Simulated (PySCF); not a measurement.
SbF₄, SMILES [F][Sb]([F])([F])[F], multiplicity 2. Atoms are numbered in the order given.

```xyz
5

Sb     0.0000     0.0000     0.1919
F      1.4449     0.0000    -1.0408
F     -1.4449     0.0000    -1.0408
F      0.0000     1.9328     0.4969
F      0.0000    -1.9328     0.4969
```
Charge 0, spin multiplicity 2.

Geometry optimised at PBE0-D3(BJ)/def2-SVP. The multiplicity is an assumed one; other spin states were not compared. The isomer is the one that the SMILES or the coordinates give; other isomers of the formula were not compared. The def2 effective core potentials stand for the cores of Sb; spin–orbit coupling is left out.

Computed with PBE/def2-TZVP run with PySCF.

ESP charges are fitted to the potential on shells at 1.4 to 2.0 van der Waals radii. Atomic charges (e):

```json
[
 {"atom": "Sb1", "Mulliken": "1.42", "ESP fit": "1.05", "Löwdin": "0.84", "Mulliken spin": "0.50"},
 {"atom": "F2", "Mulliken": "-0.36", "ESP fit": "-0.25", "Löwdin": "-0.20", "Mulliken spin": "0.05"},
 {"atom": "F3", "Mulliken": "-0.36", "ESP fit": "-0.25", "Löwdin": "-0.20", "Mulliken spin": "0.05"},
 {"atom": "F4", "Mulliken": "-0.35", "ESP fit": "-0.28", "Löwdin": "-0.22", "Mulliken spin": "0.20"},
 {"atom": "F5", "Mulliken": "-0.35", "ESP fit": "-0.28", "Löwdin": "-0.22", "Mulliken spin": "0.20"}
]
```
